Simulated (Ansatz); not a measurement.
Start from `C[SiH2]P` and change one atom or group to get `C[SiH2]Br`.

Ansatz, PBE0-D4/def2-TZVP geometries, multiplicity 1. Each molecule was computed in one conformer, which needn't be the lowest.

Scalar relativity is left out up to krypton.

```tsv
property	`C[SiH2]P`
LUMO energy (PBE/def2-TZVPP) / eV	-0.51
HOMO energy (PBE/def2-TZVPP) / eV	-6.30
HOMO–LUMO gap (PBE/def2-TZVPP) / eV	5.79
HOMO energy (B3LYP/def2-TZVPP) / eV	-7.19
HOMO–LUMO gap (PBE0/def2-TZVPP) / eV	7.74
LUMO energy (PBE0/def2-TZVPP) / eV	0.34
```

Task: What does the change do to each property? (An estimate is asked.)

Result: The calculation gave: 
```tsv
property	`C[SiH2]Br`	shift
LUMO energy (PBE/def2-TZVPP) / eV	-0.76	-0.25
HOMO energy (PBE/def2-TZVPP) / eV	-6.98	-0.68
HOMO–LUMO gap (PBE/def2-TZVPP) / eV	6.22	0.43
HOMO energy (B3LYP/def2-TZVPP) / eV	-8.01	-0.82
HOMO–LUMO gap (PBE0/def2-TZVPP) / eV	8.39	0.65
LUMO energy (PBE0/def2-TZVPP) / eV	0.13	-0.21
```

With PBE0 the HOMO falls by 0.86 eV and the LUMO falls by 0.21 eV, so the gap widens by about 0.65 eV. PBE moves the HOMO by -0.68 eV and ωB97M-V by -0.98 eV. The zero-point energy changes by -43.2 kJ/mol with -6 modes.

B3LYP here is the variant with VWN-RPA as its local correlation; programs differ in this.

Spin–orbit coupling is left out; it splits and shifts lone-pair levels of the heavy atoms by tenths of an eV.
